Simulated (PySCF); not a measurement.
(3Z)-4-fluoropenta-1,3-diene (C₅H₇F), SMILES C(/F)(C)=C/C=C. The structure is a stationary point at PBE-D3(BJ)/def2-SVP. The values are those of a single conformer.

These are PySCF with PBE-D3(BJ)/def2-SVP values and carry that method's errors.

Harmonic wavenumbers (cm⁻¹): 136, 173, 186, 218, 359, 409, 505, 568, 674, 841, 862, 874, 933, 991, 1001, 1010, 1148, 1189, 1251, 1296, 1353, 1383, 1386, 1409, 1633, 1699, 2965, 3034, 3073, 3098, 3098, 3116, 3177. Rotational constants (GHz): 8.916, 1.921, 1.597; symmetry number 1.

Work out the zero-point energy and the ideal-gas rigid-rotor harmonic-oscillator thermochemistry at 298.15 K and 1 atm.

ZPE = ½ Σ hcν = ½ × 45045 cm⁻¹ = 64.40 kcal/mol. H − E(el) = 69.28 kcal/mol. Entropy in cal/(mol K): translation 39.27, rotation 26.87, vibration 14.20, total 80.34. G − E(el) = 45.33 kcal/mol. Cp = 26.22 cal/(mol K). Modes under 150 cm⁻¹ make the vibrational entropy uncertain.
